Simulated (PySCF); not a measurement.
BiBr$_{2}$ (SMILES [Br][Bi+][Br]), charge +1, singlet, geometry from GFN2-xTB (such geometries of metal compounds can be far from the true shape) (core potentials on Bi). Base run: PySCF with HF/def2-SV(P).

The PySCF input:
```python
from pyscf import gto, scf

mol = gto.Mole()
mol.atom = '''
    Bi    0.671282    0.356821    0.221934
    Br   -1.134302    0.941785   -1.434148
    Br   -0.457595   -1.787960    0.907847
'''
mol.basis = 'def2-sv(p)'
mol.ecp = {'Bi': 'def2-sv(p)'}
mol.charge = 1
mol.spin = 0
mol.verbose = 4
mol.build()

mf = scf.RHF(mol)
mf.kernel()
mo_i, mo_e, stable_i, stable_e = mf.stability(internal=True, external=True, return_status=True, nroots=6, tol=1e-6)
print('internally stable:', stable_i, ' externally stable:', stable_e)
if not stable_e:
    umf = mf.to_uhf() if not hasattr(mf, 'xc') else mf.to_uks()
    umf.scf_summary = {}
    umf.kernel(umf.make_rdm1(mo_e, umf.mo_occ))
```

The bond that is stretched is that between atoms 3 and 1. A test that says stable can miss a lower solution.

The base run was repeated with changes; each row names its change, and settings that it needs were set with it.

| change | ΔE vs base (eV) | <S^2> | E after following the instability (Eh) | <S^2> there | HOMO-LUMO gap (eV) | stability test says |
|---|---|---|---|---|---|---|
| base | 0.00 | 0.000 | - | - | 8.97 | stable |
| bond × 1.25 | 1.43 | 0.000 | -5357.51141 | 0.60 | 7.44 | external instability |
| bond × 1.5 | 3.16 | 0.000 | -5357.50096 | 0.95 | 5.96 | external instability |
| bond × 1.8 | 5.31 | 0.000 | -5357.35566 | 0.92 | 3.17 | internal instability |
| bond × 2.2 | 5.60 | 0.000 | -5357.50288 | 1.02 | 2.53 | internal instability |
| bond × 3.0 | 5.91 | 0.000 | -5357.50158 | 1.02 | 1.87 | internal instability |

Where a bond breaks into two radicals, a solution with restricted orbitals usually stops being the lowest and lies too high; an unrestricted one lies lower at the price of spin contamination, which <S^2> shows.
